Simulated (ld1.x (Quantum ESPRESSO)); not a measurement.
## Which setting gave this result? (vanadium, RRKJ)

Base potential:

ld1.x (Quantum ESPRESSO) 7.5 input, shortened:

```
&input
   title='V', zed=23., rel=1, dft='WC', iswitch=3,
   config='[Ar] 3d3 4s2 4p0'
 /
 &inputp
   pseudotype=2, tm=.false., rho0=0.02, lloc=2,
   nlcc=.true.
 /
3
4S  1  0   2.00   0.00  2.85  2.85  0.0
4P  2  1   0.00   0.00  2.55  2.55  0.0
3D  3  2   3.00   0.00  1.70  1.70  0.0
 &test
   configts(1)='3d3 4s2 4p0'
 /
```

Cutoffs, loose and tight: the cutoffs (Ry, on a coarse ladder) from which the occupation-weighted sum of valence levels, in a spherical-Bessel basis at the reference potential, stays within 10 and 1 mRy of its value at 400 Ry. They do not see the model core or the augmentation charge, which bear on the density cutoff. Test errors are all-electron minus pseudo excitation energies from the reference, over the configurations 3d3 4s1 4p0; 3d3 4s0 4p0; 3d2 4s0 4p0; 3d4 4s1 4p0; 3d3 4s1.5 4p0; 3d3 4s0 4p2; 3d3 4s0 4p1; variants that change the core or the reference have their own tests. The largest error is taken over the tests solved by every variant that gives reliable tests at all, those not shown here included: 3d2 4s0 4p0; 3d3 4s0 4p0; 3d3 4s1 4p0; 3d3 4s1.5 4p0; 3d4 4s1 4p0.

Only the scale of all radii but the core radius (base = 1) is moved (1 further runs of the sweep failed or gave no value and are left out):

| scale of all radii but the core radius (base = 1) | cutoff, loose | cutoff, tight | bound ghosts | largest test error (meV) |
| --- | --- | --- | --- | --- |
| 0.89 | 90 Ry | 100 Ry | s, p | -388 |
| 1.03 | 70 Ry | 80 Ry | s, p | -490 |
| 1.15 | 60 Ry | 70 Ry | s, p | -720 |
| 1.37 | 45 Ry | 55 Ry | s, p | -1240 |

**Question.** One more run gave cutoff, loose: 50 Ry; cutoff, tight: 70 Ry; bound ghosts: s, p; largest test error (meV): -922. Which value of the scale of all radii but the core radius (base = 1) was used?

**Answer.** 1.25. The loose cutoff moves one way along this sweep, from 90 Ry at 0.89 to 45 Ry at 1.37, which places the run between 1.15 and 1.37.
